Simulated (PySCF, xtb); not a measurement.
BH2, SMILES [BH2] (connectivity only; charge and spin as stated), charge +1, multiplicity 1.

Harmonic wavenumbers (cm⁻¹) from xtb with GFN2-xTB at its own minimum, in rising order: 384, 384, 2467, 2629.

What does B3LYP-D3(BJ)/def2-TZVPD (PySCF) give at its own minimum? (The exact figures need the calculation; the answer reports its results.)

1003, 1003, 2670, 2960. Paired by order, the mean absolute difference is 443 cm⁻¹ and the zero-point energies are 8.4 and 10.9 kcal/mol.
